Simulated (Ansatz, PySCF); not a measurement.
Spin gap between two states, R1 and P1; the higher of the two is an excited state, each structure at its B3LYP-D3(BJ)/def2-TZVP stationary point, reached from a drawn start (curvature not checked).
P1, O2 (SMILES O=O) (charge 0, multiplicity 1):
```xyz
2

O      0.54901     0.19070    -0.15736
O     -0.54901    -0.19070     0.15736
```
R1, O2 (SMILES O=O) (charge 0, multiplicity 3, Z-matrix in Å and degrees):
```
O
O 1 1.2043
```

P less R. No zero-point or thermal terms; singlets are restricted closed shells; open shells are unrestricted; no spin–orbit coupling.

Frozen-core correlation throughout. CBS: X⁻³ extrapolation of the correlation energy, Hartree–Fock from the larger set.

Programs: Ansatz (an electronic-structure program); PySCF for the D3/D4 terms. Each number belongs to the level named beside it.

| level | spin gap (kcal/mol) |
|---|---|
| B3LYP-D4/def2-TZVPP | 38.68 |
| BHLYP/def2-TZVPP | 42.65 |
| BHLYP-D4/def2-TZVPP | 42.65 |
| B2PLYP-D4/def2-TZVPP | 36.23 |
| MP2/cc-pVDZ | 32.78 |
| MP2/cc-pVTZ | 30.53 |
| MP2/cc-pVQZ | 29.46 |
| SCS-MP2/cc-pVDZ | [?] |
| CCSD(T)/CBS(cc-pVTZ, cc-pVQZ) | [?] |

Task: Fill in the missing entries.

Result: 
- SCS-MP2/cc-pVDZ, spin gap (kcal/mol): 25.64
- CCSD(T)/CBS(cc-pVTZ, cc-pVQZ), spin gap (kcal/mol): 29.34
